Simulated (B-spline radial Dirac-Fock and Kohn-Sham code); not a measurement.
## Sc⁷⁺: photoemission with 547 eV photons

System: the Sc⁷⁺ ion, configuration 1s2 2s2 2p6 3s2 3p2.

Level of theory: a relativistic central-field model (Hartree-Slater potential of the initial state, Latter tail, multipole expansion of the photon field, Dirac-Fock thresholds); a radial atomic solver. The asymmetry parameter β is from the dipole term alone. Kinetic energies are from the vacuum level. Open shells are spread statistically over j, without multiplet splitting.

The last column is dσ/dΩ = σ/(4π) · [1 + β P₂(cos θ)] at θ = 0° from the polarisation vector of linearly polarised light.

```csv
subshell,electrons,binding (eV),kinetic (eV),σ (kb),β,dσ/dΩ (kb/sr)
3s,2,178.7,368.3,?,?,?
3p1/2,0.67,156.3,390.7,17.5,1.61,3.64
3p3/2,1.33,155.6,391.4,34.7,1.62,7.22
```

**Question.** What are σ and β for 3s?

**Answer.** σ = 49.8 kb, the largest of all subshells and 49 % of the total, and β = 2.00, which gives dσ/dΩ = 11.9 kb/sr.

Run: 0.77 s of CPU time on 1 thread of Intel(R) Xeon(R) 6975P-C (shared host), peak memory 0.38 GiB.

Values without a named source are computed, but for edge energies of neutral atoms, which are taken from tables.
